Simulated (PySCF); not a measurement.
Consider 3-fluorophenol, `Oc1cccc(F)c1` (C6H5FO). Atom numbers as in the mapped SMILES `[OH:1][c:2]1[cH:3][cH:4][cH:5][c:6]([F:7])[cH:8]1`. These are map numbers, not IUPAC locants.

Level of theory: ωB97X-D3(BJ)/ma-def2-TZVP single points in PySCF, grid level 2; every species was optimised with PBE0-D3(BJ)/def2-SVP. Zero-point and thermal terms (298.15 K, 1 bar) come from unscaled PBE0-D3(BJ)/def2-SVP harmonic frequencies, with soft modes damped to free rotors in the entropy.

Problem. What are the vertical and the adiabatic ionisation energy for forming the radical cation?

Solution. 8.78 eV vertical and 8.59 eV adiabatic, the latter with zero-point energy.

Problem. Where does the unpaired spin of the relaxed radical cation sit?

Solution. C5 (aromatic carbon) 0.48, C3 (aromatic carbon) 0.29, C2 (aromatic carbon) 0.17, O1 (phenolic oxygen) 0.17 (intrinsic atomic orbital populations).

Problem. What oxidation potential follows in DMF (IEF-PCM), given that Fc+/Fc comes at 4.54 V absolute with this functional and basis?

Solution. In the gas phase ΔG of oxidation is 8.564 eV, and solvation is -27.4 kJ/mol for the parent and -243.4 kJ/mol for the product, so the absolute potential is 6.33 V, or 1.78 V against Fc+/Fc. Fc+/Fc in DMF, 4.54 V, is ωB97X-D3(BJ)/ma-def2-TZVP on PBE0-D3(BJ)/def2-SVP structures with GFN2-xTB thermal terms. Benchmark calculations put it near 5.0 V in acetonitrile and DMSO, so it is about 0.5 V low, and the value against it can read up to that much too high. The solvent is electrostatics only, on gas-phase structures; the absolute scale refers to an electron at rest in vacuum.

Problem. How far is −ε(HOMO) from the vertical value by ΔSCF?

Solution. −ε(HOMO) = 8.95 eV, which is 0.17 eV above the ΔSCF value.

Differences come from unrounded values, so a last digit can differ from that of the printed terms.
